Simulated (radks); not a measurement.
All-electron atom: Xe11+ in [Kr] 4d(3/2: 4, 5/2: 3).

All-electron calculation, Dirac Kohn-Sham, PBE, spin-unpolarised, spherical densities, finite nucleus; Fermi nuclear charge, rms radius 4.7859 fm. Program: a radial shooting solver on a logarithmic mesh with Libxc functionals.

Energy parts (eV):
| part | energy |
|---|---|
| total | -201684.514 |
| kinetic | 214325.216 |
| electron-nucleus | -481667.879 |
| Hartree | 70561.739 |
| exchange-correlation | -4903.591 |

Orbitals (lengths in bohr, moments of r in powers of bohr; <r^-3> diverges for s and p1/2; r(max) is where P^2 peaks):
orbital  occ.  eigenvalue (eV)  <r^-3>   r(max)      <r>  small-component weight
1s1/2       2        -34552.49       -  0.01715  0.02666                3.96e-02
2s1/2       2        -5550.471       -  0.09710   0.1142                8.50e-03
2p1/2       2        -5227.669       -  0.07438  0.09619                8.53e-03
2p3/2       4        -4902.947    5571  0.07926   0.1020                8.09e-03
3s1/2       2        -1295.544       -   0.2789   0.3056                2.54e-03
3p1/2       2        -1161.447       -   0.2653   0.2956                2.49e-03
3p3/2       4        -1099.520    1087   0.2761   0.3072                2.37e-03
3d3/2       4        -863.9139   175.1   0.2237   0.2778                2.25e-03
3d5/2       6        -850.7945   161.4   0.2268   0.2815                2.21e-03
4s1/2       2        -388.0809       -   0.6542   0.6991                7.82e-04
4p1/2       2        -339.4430       -   0.6672   0.7206                7.27e-04
4p3/2       4        -326.1055   235.7   0.6895   0.7442                6.92e-04
4d3/2       4        -245.9001   32.18   0.7174   0.7984                5.78e-04
4d5/2       3        -243.5233   29.56   0.7244   0.8059                5.69e-04

The highest occupied level is 4d5/2 at -243.52 eV. For comparison, the ionisation energy in NIST's Atomic Spectra Database is 255 eV (theoretical). In exact Kohn-Sham theory the highest level is minus the ionisation energy, but local and semilocal functionals leave it too shallow, through self-interaction and a potential that decays too fast; potentials with the right tail come closer. Summed over all electrons, <r^2> = 11.84 bohr^2, which gives a Langevin (diamagnetic) susceptibility term of -9.38 x 10^-6 cm^3/mol.

Beside tabulated values, note that spin-unpolarised runs miss the spin-polarisation part of the exchange energy of open shells.
